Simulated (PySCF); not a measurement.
Species: C3H7F2Si2 (doublet state).
Atom-mapped SMILES: `[CH2:1]=[C:2]([SiH:3][SiH3:4])[CH:5]([F:6])[F:7]` (hydrogens: H8, H9 on C1; H10 on Si3; H11, H12, H13 on Si4; H14 on C5)

Cartesian coordinates in Å at the GFN2-xTB level; atoms count from 1:
```xyz
14
C3H7F2Si2 angstrom
C     -1.891   -1.292   -0.802
C     -0.942   -0.484   -0.303
Si     0.715   -0.114   -1.063
Si     2.369    0.910    0.138
C     -1.221    0.253    0.966
F     -0.338   -0.102    1.946
F     -1.044    1.597    0.809
H     -1.725   -1.844   -1.709
H     -2.846   -1.427   -0.319
H      0.862   -1.070   -2.166
H      1.968    2.273    0.494
H      2.783    0.219    1.364
H      3.543    0.983   -0.744
H     -2.234    0.097    1.368
```

The hyperfine couplings belong to this conformer and change with its torsions.

Level of theory: UKS B3LYP, pcH-1 on C F H Si, non-relativistic, mean-field spin-orbit, GIAO (PySCF 2.14.0). One conformer (not necessarily the lowest) at the GFN2-xTB geometry, without solvent, vibrations or thermal averaging. Couplings are sensitive to structure, and on GFN2-xTB geometries they can be far from those on DFT ones, by a factor of two or more for some ions and for spin on atoms past the first row. Stability of the SCF solution: not tested.

(1) What are g_iso and the isotropic 29Si coupling of Si3?

(2) For one electron spin and this one nucleus (I = 1/2, g_N = -1.1106), compare first-order, second-order and exact resonance fields at 9.457 GHz.

(3) What g and a would be read from the two outer exact lines by first-order rules?

(4) What levels remain at zero field?

## Answers

(1) g_iso = 2.00387 and a = -209.96 MHz, or -7.486 mT (Mulliken spin population +0.92). 29Si makes up about 4.7 % of the natural element, so this concerns labelled samples or satellites.

(2) B0 = hν/(g μB) = 337.188 mT and a/B0 = -0.0222. B(1) = B0 − a·mI, B(2) = B(1) − a²[I(I+1) − mI²]/(2B0); the exact values solve the Breit–Rabi equation, nuclear Zeeman term included.

```
  mI  first order (mT)  second order (mT)  exact (mT)  exact − first order
−1/2           333.445            333.403     333.403               -0.042
+1/2           340.931            340.889     340.890               -0.041
```

(3) Their midpoint, 337.146 mT, gives an apparent g of 2.00412 (true 2.00387), and their distance over 2I an apparent |a| of 7.487 mT (true 7.486).

(4) F = I ± 1/2 = 1 and 0, at a·I/2 = -52.5 MHz and −a(I+1)/2 = +157.5 MHz, that is |a|(I + 1/2) = 210.0 MHz apart; F = 1 lies lower.

Other couplings of abundant isotopes, left aside here: 3 × 1H 28 MHz, 1 × 1H 23 MHz, 1 × 1H 17 MHz, 1 × 1H 15 MHz, 2 × 19F 4 MHz.

Means are taken over nuclei equivalent by connectivity, which assumes that they swap fast. The three 1H nuclei of mean +27.8 MHz run from -2.5 to 66.9 MHz in the frozen geometry.
